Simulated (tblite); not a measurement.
Cost of one run: tight-binding relaxation, `FCC#C[C@@H]1[SiH2][C@@H]1[SiH2]Cl`.

Method: GFN2-xTB geometry optimisation, gas phase (tblite 0.8.0). Work: L-BFGS relaxation. The input is one job of a driver script: a line of settings, then coordinates in Å.

Command:
```bash
OMP_NUM_THREADS=1 python probes_run.py task.json out
```

Input:
```
{"job": {"kind": "relax", "xc": "GFN2-xTB", "basis": "xTB"}, "charge": 0, "multiplicity": 1}
F     -4.051800     0.116500     0.939000
C     -3.023500     1.051800     0.807200
C     -1.871400     0.472700     0.088400
C     -0.950100    -0.005600    -0.535100
C      0.177500    -0.598000    -1.248500
Si     1.092000    -2.024000    -0.435400
C      1.563400    -0.257600    -0.822400
Si     1.926700     0.924000     0.555500
Cl     3.904300     0.540500     1.186800
H     -2.664400     1.293000     1.843400
H     -3.469300     1.907000     0.283100
H     -0.032700    -0.824100    -2.317800
H      0.507900    -2.370000     0.864900
H      1.680600    -3.065500    -1.282000
H      2.280400    -0.166100    -1.675700
H      1.921300     2.304600     0.064900
H      1.002100     0.712600     1.673800
```

Hardware: Arm Neoverse N1, one thread, shared host.

Q: Estimate the wall time.

A: About 2.3 s. The run took 128 evaluations, 18 ms each.

Times come from a shared host and carry two figures at best.

The run converged: energy lowered by 8.3 kcal/mol over 127 steps; largest atomic force 0.009 eV/Å at the end.
